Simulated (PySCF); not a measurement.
trichloro(chlorosilyl)silane (Cl4H2Si2), SMILES Cl[Si](Cl)(Cl)[SiH2]Cl. Atoms are numbered in the order given.

```xyz
8

Si     1.1858    -1.3873     0.0000
Cl    -0.1927    -2.9464     0.0000
Si    -0.0013     0.6298     0.0000
Cl    -1.1945     0.7760     1.6840
Cl    -1.1945     0.7760    -1.6840
Cl     1.3663     2.1908     0.0000
H      2.0385    -1.4663     1.2324
H      2.0385    -1.4663    -1.2324
```
Charge 0, spin multiplicity 1.

Geometry: PBE-D3(BJ)/def2-SVP. One conformer was computed; it need not be the lowest.

Method: PBE-D3(BJ)/def2-SVP run with PySCF.

Frequencies are harmonic and unscaled.

```csv
mode,ν (cm⁻¹),IR (km/mol),moving atoms (share of kinetic energy)
1,35,0.7,"Cl 76 %, Si 17 %"
2,53,1.0,Cl 94 %
3,94,0.1,"Cl 51 %, Si 34 %, H 16 %"
4,128,0.3,"Cl 87 %, Si 13 %"
5,166,2.7,"Cl 84 %, Si 13 %"
6,175,5.8,"Cl 76 %, Si 23 %"
7,209,18.1,"Cl 53 %, Si 46 %"
8,356,7.5,"Cl 63 %, Si 34 %"
9,468,24.4,"H 74 %, Si 18 %, Cl 8 %"
10,520,119.1,"Si 59 %, Cl 39 %"
11,561,30.0,"Si 63 %, Cl 30 %"
12,590,96.9,"Si 62 %, Cl 30 %, H 8 %"
13,590,139.8,"Si 67 %, Cl 32 %"
14,666,19.6,H 92 %
15,792,175.5,"H 85 %, Si 15 %"
16,892,80.9,H 96 %
17,2171,56.4,H 98 %
18,2188,64.8,H 95 %
```
